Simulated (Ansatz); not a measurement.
`CN(C)[Si]N(C)C`, relaxed with RKS PBE-D4/def2-SVP in Ansatz from a rough embedded geometry. The force threshold is 0.03 eV/Å; the program also tests the step.

Total charge 0; spin multiplicity 1.

Start:

```xyz
19

C    -2.331    0.027    0.025
N    -1.275   -0.275    1.019
C    -1.082   -1.717    1.028
Si   -0.018    0.763    1.315
N     1.004    0.606   -0.075
C     2.281   -0.119   -0.079
C     1.076    1.677   -1.086
H    -1.962   -0.086   -1.023
H    -3.202   -0.524    0.105
H    -2.582    1.114    0.074
H    -0.611   -2.097    0.082
H    -0.521   -2.076    1.847
H    -2.034   -2.205    1.112
H     3.110    0.470    0.367
H     2.199   -1.080    0.505
H     2.592   -0.408   -1.118
H     1.758    2.500   -0.756
H     0.131    2.131   -1.299
H     1.467    1.302   -2.042
```

```json
{"step": "1", "energy (eV)": "-15177.9367", "largest force (eV/Å)": "4.624", "largest move (Å)": "0.000"}
{"step": "2", "energy (eV)": "-15178.5578", "largest force (eV/Å)": "2.180", "largest move (Å)": "0.138"}
{"step": "3", "energy (eV)": "-15178.8114", "largest force (eV/Å)": "0.794", "largest move (Å)": "0.194"}
{"step": "4", "energy (eV)": "-15179.0000", "largest force (eV/Å)": "0.926", "largest move (Å)": "0.194"}
{"step": "5", "energy (eV)": "-15179.1927", "largest force (eV/Å)": "1.001", "largest move (Å)": "0.194"}
{"step": "6", "energy (eV)": "-15179.3942", "largest force (eV/Å)": "0.888", "largest move (Å)": "0.195"}
{"step": "7", "energy (eV)": "-15179.5988", "largest force (eV/Å)": "0.563", "largest move (Å)": "0.190"}
{"step": "8", "energy (eV)": "-15179.7669", "largest force (eV/Å)": "0.308", "largest move (Å)": "0.192"}
{"step": "9", "energy (eV)": "-15179.8918", "largest force (eV/Å)": "0.301", "largest move (Å)": "0.195"}
{"step": "10", "energy (eV)": "-15179.9857", "largest force (eV/Å)": "0.293", "largest move (Å)": "0.200"}
{"step": "11", "energy (eV)": "-15180.0462", "largest force (eV/Å)": "0.154", "largest move (Å)": "0.200"}
{"step": "12", "energy (eV)": "-15180.0809", "largest force (eV/Å)": "0.176", "largest move (Å)": "0.200"}
{"step": "13", "energy (eV)": "-15180.0898", "largest force (eV/Å)": "0.330", "largest move (Å)": "0.186"}
{"step": "14", "energy (eV)": "-15180.1120", "largest force (eV/Å)": "0.108", "largest move (Å)": "0.103"}
{"step": "15", "energy (eV)": "-15180.1347", "largest force (eV/Å)": "0.101", "largest move (Å)": "0.200"}
{"step": "16", "energy (eV)": "-15180.1530", "largest force (eV/Å)": "0.221", "largest move (Å)": "0.195"}
{"step": "17", "energy (eV)": "-15180.1686", "largest force (eV/Å)": "0.303", "largest move (Å)": "0.197"}
{"step": "18", "energy (eV)": "-15180.1864", "largest force (eV/Å)": "0.272", "largest move (Å)": "0.170"}
{"step": "19", "energy (eV)": "-15180.2063", "largest force (eV/Å)": "0.273", "largest move (Å)": "0.185"}
{"step": "20", "energy (eV)": "-15180.2113", "largest force (eV/Å)": "0.300", "largest move (Å)": "0.195"}
{"step": "21", "energy (eV)": "-15180.2211", "largest force (eV/Å)": "0.201", "largest move (Å)": "0.037"}
{"step": "22 (rejected)", "energy (eV)": "-15180.2208", "largest force (eV/Å)": "0.227", "largest move (Å)": "0.023"}
{"step": "23", "energy (eV)": "-15180.2236", "largest force (eV/Å)": "0.027", "largest move (Å)": "0.011"}
{"step": "24", "energy (eV)": "-15180.2247", "largest force (eV/Å)": "0.019", "largest move (Å)": "0.044"}
{"step": "25", "energy (eV)": "-15180.2250", "largest force (eV/Å)": "0.025", "largest move (Å)": "0.040"}
```

End:

```xyz
19

C    -2.790   -0.542    0.094
N    -1.368   -0.310    0.295
C    -0.750   -1.277    1.184
Si   -0.706    1.178   -0.399
N     1.035    0.868   -0.487
C     1.749   -0.389   -0.615
C     1.895    2.035   -0.605
H    -2.986   -1.488   -0.466
H    -3.339   -0.612    1.063
H    -3.231    0.290   -0.495
H    -0.669   -2.295    0.733
H     0.263   -0.949    1.483
H    -1.354   -1.388    2.115
H     2.400   -0.612    0.264
H     1.045   -1.231   -0.747
H     2.415   -0.365   -1.509
H     2.608    2.121    0.250
H     1.281    2.960   -0.619
H     2.503    2.007   -1.540
```

It took 110 s on 2 threads of an AMD EPYC 7R13 on a shared host, with 0.27 GiB of host memory at the peak.
